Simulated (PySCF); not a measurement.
5-bromo-2-chlorobenzotrifluoride, C7H3BrClF3

Geometry:
```csv
atom,x (Å),y (Å),z (Å)
F1,-2.897,-0.175,-0.671
C2,-2.117,-0.420,0.392
F3,-2.318,-1.705,0.716
F4,-2.608,0.303,1.409
C5,-0.664,-0.120,0.121
C6,0.274,-1.138,0.219
C7,1.607,-0.860,-0.033
Br8,2.882,-2.252,0.102
C9,2.017,0.418,-0.382
C10,1.081,1.429,-0.478
C11,-0.262,1.171,-0.229
Cl12,-1.407,2.445,-0.356
H13,-0.037,-2.135,0.490
H14,3.059,0.619,-0.576
H15,1.386,2.428,-0.747
```

Level of theory: GIAO KT3/pcSseg-1 magnetisability, rotational g tensor and spin-rotation constants, non-relativistic, gas phase (PySCF). Geometry: GFN2-xTB.

The calculation is non-relativistic, which matters for the atoms heavier than Zn.

(1) What are the magnetisability and the molar susceptibility?

(2) Split it along the inertial axes a, b, c into diamagnetic and paramagnetic parts about the centre of mass, with the quadrupole moment.

(3) And the rotational g tensor?

Results:

(1) Isotropic -1941 × 10⁻³⁰ J/T², or -116.9 × 10⁻⁶ cm³/mol; principal values -2432, -1791, -1599 × 10⁻³⁰ J/T², anisotropy 756 × 10⁻³⁰ J/T² (root of half the summed squared differences of the principal values). The susceptibility is in cgs units.

(2) 
| axis | χ (10⁻⁶ cm³/mol) | diamagnetic (10⁻⁶ cm³/mol) | paramagnetic (10⁻⁶ cm³/mol) | summed x² of all electrons (Å²) | quadrupole Θ (D Å) |
| --- | --- | --- | --- | --- | --- |
| a | -107.0 | -1136.3 | 1029.3 | 747.7 | -5.18 |
| b | -97.2 | -3338.4 | 3241.2 | 228.7 | +8.48 |
| c | -146.5 | -4142.5 | 3996.0 | 39.1 | -3.29 |

Anisotropies 2χaa − χbb − χcc = +29.6 and 2χbb − χaa − χcc = +59.2 × 10⁻⁶ cm³/mol. Θ is traceless in Buckingham's convention.

(3) 
| axis | rotational constant (GHz) | g | nuclear part | electronic part |
| --- | --- | --- | --- | --- |
| a | 1.0956 | -0.0212 | 0.5086 | -0.5298 |
| b | 0.3127 | -0.0087 | 0.4674 | -0.4761 |
| c | 0.2540 | -0.0003 | 0.4765 | -0.4769 |

Asymmetric top; isotopes 79Br, 12C, 35Cl, 19F, 1H; no vibrational averaging.
